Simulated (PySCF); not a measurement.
**[Dy(H2O)8]3+ at several levels of theory**

Computed with PySCF 2.14.0 (density fitting, no spin-orbit coupling) at the geometry relaxed with TPSS:

```xyz
25
[Dy(H2O)8]3+ (singlet in the valence; each metal's 4f electrons, 9 of them, lie in its core potential, out of spins and levels)
Dy    0.0000    0.0000    0.0000
O     2.1032    0.0000    1.2507
H     2.2875    0.0000    2.2144
H     2.9918    0.0000    0.8354
O     0.0000    2.1032    1.2507
H     0.0000    2.2875    2.2144
H     0.0000    2.9918    0.8354
O    -2.1032    0.0000    1.2507
H    -2.2875    0.0000    2.2144
H    -2.9918    0.0000    0.8354
O     0.0000   -2.1032    1.2507
H     0.0000   -2.2875    2.2144
H     0.0000   -2.9918    0.8354
O     1.4872    1.4872   -1.2507
H     2.1155    2.1155   -0.8354
H     1.6175    1.6175   -2.2144
O    -1.4872    1.4872   -1.2507
H    -2.1155    2.1155   -0.8354
H    -1.6175    1.6175   -2.2144
O    -1.4872   -1.4872   -1.2507
H    -2.1155   -2.1155   -0.8354
H    -1.6175   -1.6175   -2.2144
O     1.4872   -1.4872   -1.2507
H     2.1155   -2.1155   -0.8354
H     1.6175   -1.6175   -2.2144
```

```csv
level,basis,state,HOMO (eV),gap (eV),charge on Dy1 (e),population of f-type functions on Dy1 (polarisation alone where 4f lies in the core),dipole about the centre of mass (D),largest force component (eV/Å)
TPSS,"Dy lcecp-1-SVP with ECP55, O def2-SVP, H def2-SVP",singlet,-18.85,5.92,0.82,0.05,0.00,0.01
B3LYP,the same,singlet,-20.30,7.78,0.90,0.05,0.00,0.36
r2SCAN,the same,singlet,-19.19,6.26,0.98,0.05,0.00,0.34
BP86,the same,singlet,-18.82,5.57,0.71,0.05,0.00,0.09
```

In the lcecp rows the 4f levels are missing from HOMO and gap, and the state counts the valence alone.

Charges are Mulliken's, which hang on the basis. The relaxation used the grid (50, 194), these runs (75, 302) or, all-electron (x2c bases, spin-free X2C Hamiltonian), (99, 590).

Question: What does PBE0 with Dy lcecp-1-SVP with ECP55, O def2-SVP, H def2-SVP give here?

Answer: state singlet, HOMO (eV) -20.63, gap (eV) 8.40, charge on Dy1 (e) 0.99, population of f-type functions on Dy1 (polarisation alone where 4f lies in the core) 0.05, dipole about the centre of mass (D) 0.00, largest force component (eV/Å) 0.47. Time: 39 s on 4 threads of Arm Neoverse V1, on a shared host, from an already converged density.

In the first row's basis the gap widens with exact exchange: 5.6 to 6.3 eV for BP86, TPSS, r2SCAN (none); 7.8 to 8.4 eV for B3LYP, PBE0 (a fixed share).

No frequency check is given that shows the relaxed geometry to be a minimum. An lcecp potential fixes the number of 4f electrons, so in runs with it no electron can move into or out of that shell.
